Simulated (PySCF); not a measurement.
CH7FN2Si, SMILES [Si@H](F)(N)NC. The structure is a stationary point at PBE-D3(BJ)/def2-SVP. The structure was generated by enumeration; whether it is a known compound was not checked. One conformer was computed; it need not be the lowest.

All values below come from PBE-D3(BJ)/def2-SVP in PySCF.

Harmonic wavenumbers (cm⁻¹): 96, 153, 190, 221, 277, 326, 370, 402, 499, 739, 761, 778, 838, 888, 931, 1059, 1105, 1143, 1353, 1399, 1414, 1451, 1483, 2172, 2923, 2984, 3042, 3505, 3512, 3604. Rotational constants (GHz): 6.259, 2.603, 2.026; symmetry number 1.

### Question
Work out the zero-point energy and the ideal-gas rigid-rotor harmonic-oscillator thermochemistry at 298.15 K and 1 atm.

### Answer
ZPE = ½ Σ hcν = ½ × 39617 cm⁻¹ = 236.96 kJ/mol. H − E(el) = 259.35 kJ/mol. Entropy in J/(mol K): translation 165.43, rotation 111.63, vibration 72.43, total 349.49. G − E(el) = 155.15 kJ/mol. Cp = 117.68 J/(mol K). Modes under 150 cm⁻¹ make the vibrational entropy uncertain.
